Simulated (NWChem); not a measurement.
# C$_{4}$H$_{12}$Ge; SMILES [CH3][Ge]([CH3])([CH3])[CH3]

Computed with NWChem. Medium grid unless said otherwise, to which SCAN and Minnesota functionals are sensitive. Coordinates come from a B3LYP/6-31G* (spherical d) optimisation.

Q: Order these by “orbital gap (eV)”, lowest first: BHandHLYP/def2-SVP; revPBE/def2-SVP; B3LYP/def2-SVP; LC-wPBE (HJS exchange hole, range parameter 0.4 per bohr)/def2-SVP; r2SCAN0/def2-SVP.

A: revPBE/def2-SVP (7.44), B3LYP/def2-SVP (8.87), r2SCAN0/def2-SVP (10.13), BHandHLYP/def2-SVP (11.25), LC-wPBE (HJS exchange hole, range parameter 0.4 per bohr)/def2-SVP (14.42)
